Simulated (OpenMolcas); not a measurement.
# Te V: effect of the active space

```json
{"Program": "OpenMolcas 26.06", "Method": "XMS-CASPT2 or its RAS form, IPEA 0.25 Eh, imaginary shift 0.1 Eh", "Basis": "ANO-RCC-VTZP", "Scalar Hamiltonian": "DKH2, point nucleus", "Spin-orbit coupling": "RASSI with atomic mean-field integrals over the reference wave functions, term energies averaged over their components"}
```

A. 2 electrons in 4 orbitals (5s 5p); 2S+1 = 3 even, 3 roots; 2S+1 = 1 even, 7 roots; 2S+1 = 3 odd, 3 roots; 2S+1 = 1 odd, 3 roots; closed shells correlated: 4d; CASPT2 step of the order of 1.4 core-seconds
B. 2 electrons in 9 orbitals (RAS2 5s 5p; RAS3 5d, at most 2 electrons); 2S+1 = 3 even, 3 roots; 2S+1 = 1 even, 7 roots; 2S+1 = 3 odd, 3 roots; 2S+1 = 1 odd, 3 roots; closed shells correlated: 4d; CASPT2 step of the order of 7 core-seconds

Energies in cm-1 above 5s2 1S0, the measured ground level; measured values from Moore, Atomic Energy Levels, vol. III, NSRDS-NBS 35 (1971 reprint of NBS Circular 467, 1958).

| Level | A | B | Measured |
| --- | --- | --- | --- |
| 5s2 1S0 | 0.0 | 0.0 | 0.0 |
| 5s 5p 3P* 0 | 76190 | 76130 |  |
| 5s 5p 3P* 1 | 78890 | 78830 |  |
| 5s 5p 3P* 2 | 86080 | 86010 |  |
| 5s 5p 1P* 1 | 110240 | 110800 | 111707 |
| 5p2 3P0 | 176930 | 177050 | 176248 |
| 5p2 1D2 [66 %] | 179990 | 183290 | 182797 |
| 5p2 3P1 | 182500 | 182430 | 182419 |

Deviations, from unrounded energies. A percentage is the sum of absolute deviations over the sum of measured energies, with the sign that they share, or ± where signs differ.

```tsv
Against measurement	Levels	A	B
mean absolute deviation (cm-1)	4	1300	550
other configurations (%)	4	±0.8	±0.3
```

B lies closest to measurement on these levels. The largest miss of B in the table is 5s 5p 1P* 1, by -900 cm-1. The ranking rests on the paired levels alone, and a cruder setting can come out closer through cancelling errors.

Between A and B the level of the table that moves most is 5p2 1D2 [66 %], by 3300 cm-1 (lowest in A, highest in B). Moves below CASPT2's spread within the term are not significant.

CASPT2 does not keep the components of a term degenerate, so their means are used; among the terms shown or strongly mixed into the levels shown the widest spread is 480 cm-1 (5p2 1D, A). Over all roots computed the reference weight is 0.81 to 0.95 in A; the roots of lowest weight are the least certain, and an intruder state may touch them. The ¹D term of p² mixes with s d, which this space lacks (holds for A). Active for correlation alone: 5d; no level in the range computed is led by a configuration that fills it, so any true level of that kind is missing (holds for B). Some terms mix strongly with configurations of 5d, whose occupation reaches 0.24 (5p2 1D) (holds for B). Measured partners are found by configuration, term and J. A level has none where our copy of the source lacks it or the pairing is in doubt (some pairs that miss far off the trend of their configuration count as doubtful), and it then counts in no deviation. Levels of configurations outside the active space are missing. The table leaves out levels that lie high or whose names do not pair safely across all columns.

A share in square brackets marks a mixed level and gives the weight of the term that names it, the lowest over the columns. * marks odd parity.
